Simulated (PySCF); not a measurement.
Vertical excitations of a molecule C3H6ClFSi from TDA-LC-ωPBE/def2-SVPD in PySCF 2.14.0, as energy in eV (oscillator strength): 6.91 (0.463), 6.93 (0.000), 7.33 (0.003), 7.62 (0.001), 7.66 (0.000), 8.06 (0.002), 8.19 (0.002), 8.69 (0.171), 8.71 (0.013), 8.84 (0.026). Lowest triplet (TDA): 3.84 eV. The structure is a stationary point at B3LYP-D3(BJ)/def2-SVP. One conformer was computed; it need not be the lowest.

### Question
Which structure fits?
(A) C=C(Cl)[Si@@H](C)F
(B) F/C=C(/Cl)C[SiH3]
(C) F/C(=C\Cl)C[SiH3]
(D) C/C(Cl)=C/[SiH2]F

### Answer
D, C/C(Cl)=C/[SiH2]F
